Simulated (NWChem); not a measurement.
# Correlation energy of ClLi

SMILES: [Li][Cl]
```xyz
2

Li     0.0000     0.0000    -1.7006
Cl     0.0000     0.0000     0.3001
```
Charge 0, spin multiplicity 1.

The numbers come from NWChem runs, not from measurements. All single points use one geometry, from B3LYP/def2-SVP, a minimum by its harmonic frequencies.

Basis set: cc-pVQZ. Each correlation energy counts from its own Hartree-Fock reference.

The correlated methods keep 5 core orbitals frozen. The structure started from a generated list of species. No row is a measurement; the coupled-cluster row has its own basis-set and correlation limits.

```csv
method,correlation energy (mHa)
MP2,___
SCS-MP2,___
CR-CCSD[T],-266.7
CR-CCSD(T),-266.7
CCSD,___
CCSD+T(CCSD),-268.3
CCSD(T),-268.3
```

Fill in the missing entries.


- MP2, correlation energy (mHa): -240.1
- SCS-MP2, correlation energy (mHa): -241.6
- CCSD, correlation energy (mHa): -257.8
